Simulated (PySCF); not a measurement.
PySCF 2.14 output of an unrestricted PBE calculation on a single atom or ion in dyall-acv3z (15s9p4d2f, 76 functions), with the spin-free X2C one-electron Hamiltonian (Gaussian nucleus):

```
SCF conv_tol = 1e-09
number electrons alpha = 5  beta = 5
    J. P. Perdew, K. Burke, and M. Ernzerhof.,  Phys. Rev. Lett. 77, 3865 (1996)
    J. P. Perdew, K. Burke, and M. Ernzerhof.,  Phys. Rev. Lett. 78, 1396 (1997)
    J. P. Perdew, K. Burke, and M. Ernzerhof.,  Phys. Rev. Lett. 77, 3865 (1996)
    J. P. Perdew, K. Burke, and M. Ernzerhof.,  Phys. Rev. Lett. 78, 1396 (1997)
cycle= 1 E= -129.00542606651  delta_E= -0.0087  |g|= 0.0598  |ddm|= 0.0915
cycle= 2 E= -129.004475465541  delta_E= 0.000951  |g|= 0.0965  |ddm|= 0.039
cycle= 3 E= -129.006453946588  delta_E= -0.00198  |g|= 0.00733  |ddm|= 0.0189
cycle= 4 E= -129.006467833206  delta_E= -1.39e-05  |g|= 2.59e-05  |ddm|= 0.00194
cycle= 5 E= -129.00646783325  delta_E= -4.49e-11  |g|= 2.13e-06  |ddm|= 5.55e-06
converged SCF energy = -129.00646783325  <S^2> = -1.7763568e-15  2S+1 = 1
```

The run itself started from symmetry-adapted Hartree-Fock orbitals and held the occupation by maximum overlap, on a logarithmic radial grid, so the iterations belong to that start.

Problem. Which element, charge and spin multiplicity is this?

Solution. Ne (neon, neutral), multiplicity 1; the state was [Ne], closed-shell 1S.
